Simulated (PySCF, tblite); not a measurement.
Species: C2H14B2OSi3.
Numbering: `[CH3:1][B:2]([CH3:3])[BH:4][SiH2:5][O:6][SiH2:7][SiH3:8]` (hydrogens: H9, H10, H11 on C1; H12, H13, H14 on C3; H15 on B4; H16, H17 on Si5; H18, H19 on Si7; H20, H21, H22 on Si8)

Geometry (GFN2-xTB, Å), atoms numbered from 1 in this order:
```xyz
22
C2H14B2OSi3 angstrom
C      2.2555   -0.5492    1.3706
B      1.7366    0.0397   -0.0159
C      1.3419    1.5804    0.0166
B      1.5519   -0.9048   -1.3098
Si    -0.1681   -1.8110   -1.5796
O     -1.2538   -1.4331   -0.4145
Si    -2.1134   -0.5187    0.6055
Si    -2.6525    1.4731   -0.4153
H      1.7711   -0.0851    2.2276
H      2.1445   -1.6272    1.4642
H      3.3209   -0.3350    1.4622
H      0.3213    1.6554    0.3960
H      1.3508    2.0695   -0.9552
H      1.9661    2.1625    0.6921
H      2.3713   -1.1454   -2.1154
H     -0.1469   -3.2833   -1.4899
H     -0.8762   -1.4705   -2.8315
H     -1.2852   -0.3819    1.8151
H     -3.2628   -1.3651    0.9503
H     -2.4696    2.6225    0.4846
H     -4.0552    1.5394   -0.8462
H     -1.8585    1.7872   -1.6129
```

Jobs on this species (22 atoms, 86 electrons) with PySCF (density fitting) and tblite. Hardware of each: Arm Neoverse V2, one thread, no GPU, shared host. Other jobs ran on the host; a repeat could differ by tens of per cent or more.

```csv
level and settings,work,basis functions,SCF cycles,wall time
GFN2-xTB,L-BFGS relaxation,–,–,?
GFN2-xTB,Hessian by finite differences,–,–,1.1 s
PBE0/pcSseg-1,"shieldings, charges and field gradients",227,14,60 s
```

Fill in the missing figures.

- GFN2-xTB; L-BFGS relaxation: 2.1 s

What do all jobs in the table cost together?

About 63 s; the longest takes about 95 % of that, and about 55 times as long as the shortest.
